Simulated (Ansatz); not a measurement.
CH₃Cd, doublet, geometry from GFN2-xTB (such geometries of metal compounds can be far from the true shape) (the spin is typed, not shown lowest) (core potentials on Cd); B3LYP/def2-SVP (Ansatz, a quantum-chemistry and plane-wave program).

The Ansatz input:
Ansatz 0.2 input:
```yaml
crystal:
  periodic: [false, false, false]
  atoms:
    - {symbol: Cd, position_ang: [-0.28454196, -0.18019620, -0.22455766]}
    - {symbol: C, position_ang: [1.43785842, 0.91057443, 1.13474344]}
    - {symbol: H, position_ang: [2.00020119, 0.13796806, 1.65532392]}
    - {symbol: H, position_ang: [0.94346545, 1.57074460, 1.84460609]}
    - {symbol: H, position_ang: [2.08719670, 1.47725855, 0.47037687]}
basis:
  gaussian:
    orbitals: def2-SVP
    final_grid: {core_spheres: 14, valence_spheres: 28, degree: 59}
hamiltonian:
  xc: b3lyp
magnetization: {spin_polarized: true, initial_magnetization: 1}
```

Q: What does Ansatz print? Leave out banner, timings and long lists.

A: 
```
Functional definition: B3LYP
634 factors; integrals over basis functions are off by at most 8.5e-4 eV
mean field evaluation 1: about -5640.8877 eV, gradient 3.8e1 eV
mean field evaluation 2: about -5615.6898 eV, gradient 6.3e1 eV
mean field evaluation 4: about -5649.5809 eV, gradient 3.8e0 eV
mean field evaluation 8: about -5649.7372 eV, gradient 4.4e-1 eV
mean field evaluation 16: about -5649.7394 eV, gradient 4.3e-4 eV
mean field -5649.73938704 eV, -207.6240929429 hartree, gradient 5.8e-5 eV, S^2 0.760409; 0 other end points of the search recorded, 0 dependent functions left out
reference -5649.73958812 eV, -207.6241003323 hartree; 15, 14 occupied and 45, 46 virtual orbitals, 634 factors
Total energy: -5649.73958812 eV, -207.6241003323 hartree
```
